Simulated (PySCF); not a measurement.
A PySCF script (with the pyscf-properties extension) for the NMR shieldings of SMILES C=C(O[SiH3])c1cccs1, C₆H₈OSSi, on a PBE0-D3(BJ)/def2-SVP geometry:

```python
import basis_set_exchange as bse
import numpy as np
from pyscf import gto, dft
from pyscf.prop import nmr

atoms = """
C     1.218252   -1.305492   -1.714856
C     0.631212   -0.478139   -0.833032
O     1.316450    0.326271    0.016710
Si    2.984758    0.477006    0.169505
C    -0.814757   -0.329443   -0.669505
C    -1.851791   -0.977245   -1.306324
C    -3.125899   -0.542649   -0.863075
C    -3.039989    0.427981    0.104178
S    -1.414547    0.815990    0.479056
H     2.304451   -1.381626   -1.794850
H     0.619630   -1.927163   -2.378911
H     3.582536    0.947743   -1.114177
H     3.177179    1.482883    1.244901
H     3.590478   -0.832710    0.549735
H    -1.700107   -1.743295   -2.067313
H    -4.071179   -0.932557   -1.242801
H    -3.855407    0.935408    0.618181
"""
names = dict.fromkeys(["C", "O", "Si", "S", "H"], "pcSseg-1")
basis = {el: gto.basis.parse(bse.get_basis(n, elements=[el], fmt="nwchem")) for el, n in names.items()}
mol = gto.M(atom=atoms, basis=basis, charge=0, verbose=0)
mf = dft.RKS(mol, xc="B3LYP")
mf.grids.level = 2
mf.grids.alignment = dft.numint.BLKSIZE   # the property module wants whole blocks of grid points
mf.conv_tol = 1e-9
mf.kernel()

calc = nmr.RKS(mf)   # GIAO
C = mf.mo_coeff
Co = C[:, mf.mo_occ > 0]
resp = mf.gen_response(singlet=True, hermi=2)
def vind(x):   # induced exchange potential for any number of trial vectors
    d = np.einsum("pi,xij,qj->xpq", C, 2 * x.reshape(-1, C.shape[1], Co.shape[1]), Co, optimize=True)
    return np.einsum("xpq,pi,qj->xij", resp(d - d.transpose(0, 2, 1)), C, Co, optimize=True).ravel()
mo1, _ = nmr.rhf.solve_mo1(calc, with_cphf=vind)
sigma = calc.kernel(mo1)
for i, s in enumerate(sigma):   # ppm
    w = np.linalg.eigvalsh((s + s.T) / 2)
    print("%2d %-2s iso %8.1f  s11 %8.1f  s22 %8.1f  s33 %8.1f" % (i, mol.atom_pure_symbol(i), w.mean(), *w))
```

**Question.** What are the results?

**Answer.** 
```
 0 C  iso     94.2  s11     12.8  s22    112.9  s33    157.0
 1 C  iso     17.1  s11    -90.3  s22     46.0  s33     95.5
 2 O  iso    222.5  s11    152.3  s22    237.9  s33    277.3
 3 Si iso    380.0  s11    340.5  s22    346.6  s33    453.0
 4 C  iso     27.7  s11    -37.0  s22     18.2  s33    101.8
 5 C  iso     52.8  s11    -26.1  s22     37.1  s33    147.4
 6 C  iso     46.7  s11    -35.6  s22     35.2  s33    140.5
 7 C  iso     44.3  s11    -51.5  s22     46.3  s33    138.3
 8 S  iso    244.1  s11    108.9  s22    242.5  s33    381.0
 9 H  iso     27.2  s11     24.3  s22     25.5  s33     31.7
10 H  iso     26.5  s11     22.7  s22     26.6  s33     30.1
11 H  iso     26.5  s11     23.5  s22     24.6  s33     31.3
12 H  iso     26.6  s11     22.9  s22     25.5  s33     31.5
13 H  iso     26.5  s11     23.5  s22     24.6  s33     31.3
14 H  iso     24.1  s11     20.5  s22     24.6  s33     27.3
15 H  iso     24.4  s11     21.3  s22     24.7  s33     27.3
16 H  iso     24.4  s11     21.7  s22     24.5  s33     27.1
```

These numbers come from an equivalent density-fitted implementation of the same equations, which agrees with the script to about 0.01 ppm for H and up to a few tenths of a ppm for heavy atoms, so last digits may differ.

**Question.** Turn these shieldings into chemical shifts. Scale: ¹³C (σref 179.24) and ²⁹Si (σref 337.86) and ¹H (σref 31.38) against TMS; H2O for ¹⁷O (σref 334.04); CS2 for ³³S (σref 485.41) (reference shieldings calculated alike).

**Answer.** Averaging equivalent atoms: C 1: 162.1; C 4: 151.5; C 7: 134.9; C 6: 132.5; C 5: 126.5; C 0: 85.0; O 2: 111.6; Si 3: -42.1; S 8: 241; H 14: 7.26; H 16: 6.94; H 15: 6.94; H 10: 4.91; H 11/12/13: 4.87; H 9: 4.21 ppm. Experimental scales use liquid or dissolved standards, which lie at an offset from isolated H2O (liquid H2O: subtract about 36 ppm).

Size and cost of the density-fitted run: 207 basis functions, 97 s wall time on 1 thread of an Intel Xeon, shared host; peak memory 1.1 GiB.
